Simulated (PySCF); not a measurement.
Input for PySCF: D3(BJ) and D4 dispersion corrections on CH6SiTe (SMILES C[Te][SiH3]), a point of a torsion scan.

```python
from pyscf import gto
from pyscf.dispersion import dftd3, dftd4

mol = gto.M(
    atom='''
    C     1.71029536   -0.13799257    0.16822370
    Te    0.42230551    0.80684726   -1.28836274
    Si   -1.67323950    0.15432639   -0.10411532
    H     1.50989842   -1.19936906    0.21877628
    H     2.73534057    0.01363499   -0.13806331
    H     1.56453796    0.30256491    1.14487245
    H    -1.31368540   -0.59643256    1.09293848
    H    -2.51773953   -0.67649302   -0.95843240
    H    -2.44355219    1.33419373    0.28039281
    ''',
    basis='def2-svp',
    charge=0, spin=0, verbose=0, max_memory=1800)
d3, d4 = {}, {}
for xc in ['hf', 'pbe', 'blyp', 'revpbe', 'tpss', 'r2scan', 'b3lyp', 'pbe0', 'bhlyp', 'camb3lyp', 'b2plyp']:
    d3[xc] = float(dftd3.DFTD3Dispersion(mol, xc=xc, version='d3bj', atm=False).get_dispersion()['energy'])
    print(f'D3(BJ) {xc:10s} {d3[xc]:14.8f} Eh')
for xc in ['hf', 'pbe', 'blyp', 'revpbe', 'tpss', 'r2scan', 'b3lyp', 'pbe0', 'bhlyp', 'camb3lyp', 'b2plyp']:
    d4[xc] = float(dftd4.DFTD4Dispersion(mol, xc={'camb3lyp': 'cam-b3lyp'}.get(xc, xc), atm=True).get_dispersion()['energy'])
    print(f'D4     {xc:10s} {d4[xc]:14.8f} Eh')
```

Program output:

```
D3(BJ) hf            -0.05851376 Eh
D3(BJ) pbe           -0.00749676 Eh
D3(BJ) blyp          -0.01712118 Eh
D3(BJ) revpbe        -0.01790947 Eh
D3(BJ) tpss          -0.00984035 Eh
D3(BJ) r2scan        -0.00208612 Eh
D3(BJ) b3lyp         -0.01427199 Eh
D3(BJ) pbe0          -0.00687355 Eh
D3(BJ) bhlyp         -0.01234730 Eh
D3(BJ) camb3lyp      -0.00688045 Eh
D3(BJ) b2plyp        -0.00732335 Eh
D4     hf            -0.02401604 Eh
D4     pbe           -0.00731494 Eh
D4     blyp          -0.01579534 Eh
D4     revpbe        -0.01971998 Eh
D4     tpss          -0.00981934 Eh
D4     r2scan        -0.00166426 Eh
D4     b3lyp         -0.01197648 Eh
D4     pbe0          -0.00621642 Eh
D4     bhlyp         -0.01037509 Eh
D4     camb3lyp      -0.00642737 Eh
D4     b2plyp        -0.00506713 Eh
```

The run finished.

Cost: about 0.020 core-seconds (a rough figure).
